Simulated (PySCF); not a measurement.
**Ir⁵⁵⁺ (iridium, charge +55) across methods**

[Ar] 3d4, high-spin 5D determinant. Computed with PySCF 2.14 in an even-tempered Gaussian basis (16 s from 14 bohr⁻², ratio 2.5; 10 p from 18 bohr⁻², ratio 2.5; 7 d from 18 bohr⁻², ratio 2.5; 4 f from 67 bohr⁻², ratio 2.7; 3 g from 100 bohr⁻², ratio 2.7), with no relativity, point nucleus.

```json
{"method": "BP86", "E (hartree)": "-13991.49", "mean ε 3p α (eV)": "-5634.1", "mean ε 3p β (eV)": "-5611.6", "mean ε 3d α (eV)": "-5335.7", "Σ⟨r²⟩ (bohr²)": "0.5102", "⟨S²⟩": "6.000"}
{"method": "PBE", "E (hartree)": "-13989.92", "mean ε 3p α (eV)": "-5633.6", "mean ε 3p β (eV)": "-5610.6", "mean ε 3d α (eV)": "-5335.4", "Σ⟨r²⟩ (bohr²)": "0.5103", "⟨S²⟩": "6.000"}
{"method": "LDA", "E (hartree)": "-13981.19", "mean ε 3p α (eV)": "-5631.6", "mean ε 3p β (eV)": "-5608.8", "mean ε 3d α (eV)": "-5334.1", "Σ⟨r²⟩ (bohr²)": "0.5106", "⟨S²⟩": "6.000"}
{"method": "r2SCAN", "E (hartree)": "-13990.69", "mean ε 3p α (eV)": "-5644.8", "mean ε 3p β (eV)": "-5615.7", "mean ε 3d α (eV)": "-5342.7", "Σ⟨r²⟩ (bohr²)": "0.5103", "⟨S²⟩": "6.000"}
{"method": "M06", "E (hartree)": "-13990.37", "mean ε 3p α (eV)": "-5658.8", "mean ε 3p β (eV)": "-5627.7", "mean ε 3d α (eV)": "-5357.2", "Σ⟨r²⟩ (bohr²)": "0.5101", "⟨S²⟩": "6.000"}
{"method": "PBE0", "E (hartree)": "-13990.14", "mean ε 3p α (eV)": "-5655.9", "mean ε 3p β (eV)": "-5625.8", "mean ε 3d α (eV)": "-5354.8", "Σ⟨r²⟩ (bohr²)": "0.5103", "⟨S²⟩": "6.000"}
{"method": "UHF", "E (hartree)": "-13989.67926", "mean ε 3p α (eV)": "-5720.8", "mean ε 3p β (eV)": "-5668.7", "mean ε 3d α (eV)": "-5411.2", "Σ⟨r²⟩ (bohr²)": "0.5102", "⟨S²⟩": "6.000"}
```

A non-relativistic calculation at this Z misses sizeable relativistic shifts. Spin-orbit coupling is strong in this species (close to jj coupling), so the high-spin LS determinant is a model state, not a physical level.
